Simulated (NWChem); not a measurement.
Molecule: C2H3Br; SMILES C=CBr

```xyz
6

C     -0.3372     2.0960     0.0000
C      0.5120     1.0745     0.0000
Br    -0.0249    -0.7268     0.0000
H     -1.4207     1.9568     0.0000
H      0.0534     3.1174     0.0000
H      1.5982     1.1913     0.0000
```
Atoms are numbered in this order, from 1.

Results from NWChem. Geometry optimised at PBE0/def2-SVP; all other runs use it. This build's default masses of Se (78.918 u) and Br (79.917 u) are each other's, which moves their modes by up to 0.6 %.

| quantity | level | value |
|---|---|---|
| dipole in solution (D) in n-hexane | PBE0/def2-SVP, SMD | ? |
| anisotropy (bohr³), static | PBE/def2-SVPD | ? |
| vertical, lowest state with f > 0.02, singlet (eV) | PBE/def2-SVPD, TDA | 6.03 |
| −ε(HOMO) (eV) | PBE/def2-SVP | 6.12 |
| dipole (D) | PBE0/def2-SVP | 1.34 |
| highest harmonic frequency (cm⁻¹) | PBE0/def2-SVP | ? |

Task: What belongs in the gaps?

Result: 
- dipole in solution (D) in n-hexane, value: 1.52
- anisotropy (bohr³), static, value: 28.7
- highest harmonic frequency (cm⁻¹), value: 3282
